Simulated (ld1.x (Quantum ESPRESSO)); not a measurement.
**Building the TM potential for zinc (PBE, fully relativistic).**

ld1.x (Quantum ESPRESSO) 7.5 input, shortened:

```
&input
   title='Zn', zed=30., rel=2, dft='PBE', iswitch=3,
   config='[Ar] 3d10 4s2 4p0', rel_dist='average'
 /
 &inputp
   pseudotype=2, tm=.true., lloc=0,
   nlcc=.false.
 /
2
4P  2  1   0.00   0.00  3.35  3.35  0.0
4S  1  0   2.00   0.00  1.90  1.90  0.0
 &test
   configts(1)='4s2 4p0'
 /
```

Open shells are filled in proportion to 2j + 1 (rel_dist='average').

All-electron outer shells of the reference configuration (PBE, scalar-relativistic, ld1.x):

```json
{"shell": "3p", "level (eV)": "-83.40", "outermost node (bohr)": "0.25", "outermost maximum (bohr)": "0.59"}
{"shell": "3d", "level (eV)": "-10.14", "outermost node (bohr)": "–", "outermost maximum (bohr)": "0.57"}
{"shell": "4s", "level (eV)": "-5.98", "outermost node (bohr)": "0.85", "outermost maximum (bohr)": "2.09"}
{"shell": "4p", "level (eV)": "-1.12", "outermost node (bohr)": "0.92", "outermost maximum (bohr)": "3.08"}
```

Question: Does the generator finish with these settings?

Answer: Yes, a potential is produced and its reference levels are reproduced.

Question: Estimate the cutoffs (Ry, on a coarse ladder) from which the occupation-weighted sum of valence levels, in a spherical-Bessel basis at the reference potential, stays within 10 and 1 mRy of its value at 400 Ry.

Answer: 12 Ry and 30 Ry.

Question: What does a ghost test show?

Answer: No extra level below or beside the all-electron valence levels (p1/2, p3/2, s, d, f tested).

Question: Tests: 4s1 4p0; 4s1.5 4p0; 4s1 4p1; 4s0 4p2; 4s0 4p1. Which has the largest error in its energy relative to the reference configuration, and how large is it?

Answer: 4s0 4p2, with +160 meV (all-electron minus pseudo) on +10.56 eV.
